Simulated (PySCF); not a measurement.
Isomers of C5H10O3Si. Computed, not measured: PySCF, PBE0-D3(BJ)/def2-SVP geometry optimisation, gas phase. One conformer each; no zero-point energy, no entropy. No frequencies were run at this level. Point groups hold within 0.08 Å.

**Question.** Order them by energy at this level, lowest first, and give relative energies in kJ/mol.
A. `[CH2:1]=[CH:2][CH2:3][Si:4]1([OH:5])[O:6][CH2:7][CH2:8][O:9]1` with C1–C2–C3–Si4 -96°, C2–C3–Si4–O5 -173°, C3–Si4–O5–H -173°, C3–Si4–O6–C7 -104°, Si4–O6–C7–C8 -28°, O6–C7–C8–O9 33°, C7–C8–O9–Si4 -24°
B. `[CH2:1]=[CH:2][CH2:3][O:4][SiH2:5][O:6][C:7]([CH3:8])=[O:9]` with C1–C2–C3–O4 131°, C2–C3–O4–Si5 167°, C3–O4–Si5–O6 -163°, O4–Si5–O6–C7 -179°, Si5–O6–C7–C8 179°

**Answer.** A (0.0), B (131.6).

As drawn, the lower has an O–H bond and an Si–C bond, which the higher lacks; the higher has a C=O bond and a C(=O)–O unit, which the lower lacks.

| SMILES | E (Eh) | E rel (kJ/mol) | dipole (D) | point group | A, B, C (MHz) |
| --- | --- | --- | --- | --- | --- |
| C=CC[Si]1(O)OCCO1 | -710.83381 | 0.0 | 1.58 | C1 | 1806, 1286, 977.2 |
| C=CCO[SiH2]OC(C)=O | -710.78369 | 131.6 | 1.40 | C1 | 4884, 485.7, 450.6 |

**Question.** How do the relative energies change in single points at KT3/pcSseg-1 (no added dispersion term) on the same geometries?

**Answer.** 
```json
{"SMILES": "C=CC[Si]1(O)OCCO1", "PBE0-D3(BJ)/def2-SVP (kJ/mol)": "0.0", "KT3/pcSseg-1 (kJ/mol)": "0.0", "shift": "0.0"}
{"SMILES": "C=CCO[SiH2]OC(C)=O", "PBE0-D3(BJ)/def2-SVP (kJ/mol)": "131.6", "KT3/pcSseg-1 (kJ/mol)": "120.0", "shift": "-11.6"}
```

Each column counts from its own lowest isomer. The order is unchanged; the largest shift is 11.6 kJ/mol.
